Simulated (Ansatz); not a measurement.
Consider the substitution at a C–Ge bond: `[CH3][GeH2][SH]` + `O[SiH2][SiH3]` → `CO[SiH2][SiH3]` + `[SH][GeH3]`.

Isolated molecules relaxed with PBE0-D4/def2-TZVP in Ansatz; ΔE leaves out vibrations. CCSD(T)/CBS adds triple-zeta CCSD(T) − MP2 to the extrapolated MP2 energy (def2 sets, frozen cores). Functionals use def2-TZVPP. B3LYP here is the variant with VWN-RPA as its local correlation; programs differ in this. For Ge outer-core shells are correlated without core-valence functions, which leaves a few kJ/mol of doubt a bond. Scalar relativity is left out up to krypton. One conformer a species, not always the lowest.

`[CH3][GeH2][SH]`:

```xyz
9

C    -0.343    1.011   -0.897
Ge    0.306   -0.088    0.571
S    -0.304   -2.175    0.072
H    -0.080    2.056   -0.726
H    -1.427    0.928   -0.975
H     0.106    0.684   -1.835
H    -0.328    0.323    1.913
H     1.840   -0.020    0.698
H     0.228   -2.720    1.178
```

`O[SiH2][SiH3]`:

Cartesian coordinates in Å:
```
O -1.881 -0.700 -0.511
Si -0.372 -0.177 -0.939
Si 0.885 0.540 0.909
H -1.939 -1.426 0.112
H 0.393 -1.248 -1.644
H -0.595 0.943 -1.886
H 2.249 0.947 0.471
H 1.023 -0.569 1.896
H 0.237 1.692 1.593
```

`CO[SiH2][SiH3]`:

```xyz
12

C    -0.682    1.339    1.730
O    -0.320    0.894    0.442
Si    0.145   -0.659    0.147
Si    0.621   -0.807   -2.137
H    -0.947    2.395    1.665
H     0.147    1.229    2.439
H    -1.547    0.785    2.115
H     1.339   -1.012    0.972
H    -0.939   -1.611    0.537
H     1.048   -2.197   -2.456
H     1.719    0.125   -2.506
H    -0.584   -0.482   -2.946
```

`[SH][GeH3]`:

```xyz
6

S    -1.391    0.966   -0.308
Ge    0.317   -0.444   -0.110
H    -0.972    1.782    0.673
H     0.342   -1.060    1.298
H     1.645    0.279   -0.386
H     0.060   -1.523   -1.167
```

Question: Is it downhill or uphill in electronic energy at CCSD(T)/CBS, and by how much? (Best estimate.)

Answer: Ansatz gave: Uphill: ΔE = +21.5 kcal/mol.

Question: What do these levels give: LDA (SPW92), r2SCANh-D4, BLYP, B3LYP, RPA@PBE/def2-TZVPP, HF/CBS(def2)? (An estimate is asked.)

Answer: Computed: LDA (SPW92) 19.5, r2SCANh-D4 20.7, BLYP 18.4, B3LYP 18.7, RPA@PBE/def2-TZVPP 19.0, HF/CBS(def2) 16.8 kcal/mol.

Question: What do rigid-rotor, harmonic-oscillator terms from PBE0-D4/def2-TZVP frequencies (298.15 K, 1 bar) make of the CCSD(T)/CBS value? (An estimate is asked.)

Answer: Ansatz gave: ΔZPE = -0.5 kcal/mol, ΔH = +20.9 kcal/mol, ΔS = -1 J/(mol·K), ΔG = +21.0 kcal/mol.

Largest T1 diagnostic among the species: 0.012.

Leaving LDA and LC-ωPBE aside and taking each functional with its dispersion term where it has one, the values, not all of them listed here, spread over 2.8 kcal/mol, from CAM-B3LYP-D4 to PBE-QIDH. At CCSD(T), def2-SVP lies −6.2 kcal/mol from the extrapolated value and def2-TZVPP −0.7 kcal/mol. In def2-TZVPP, CCSD(T) changes the Hartree–Fock value by +3.7 kcal/mol (the triples alone add +0.3 kcal/mol) and MP2 by +5.7 kcal/mol.
